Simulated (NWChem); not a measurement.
# C$_{4}$H$_{3}$F; SMILES C=C(F)C#C

Program: NWChem. Pople sets run with spherical d functions. The geometry was optimised at PBE-D3(BJ)/def2-SVP. Level: B3LYP/6-31G* with SMD (1 M gas to 1 M solution), gas-phase geometry.

For solvent water:

| Item | Result |
|---|---|
| solvation free energy (kcal/mol) | 1.0 |
| cavity-dispersion-structure term (kcal/mol) | 5.3 |

What are these values for solvent acetone?


| Property | Value |
|---|---|
| solvation free energy (kcal/mol) | -2.7 |
| cavity-dispersion-structure term (kcal/mol) | 1.5 |
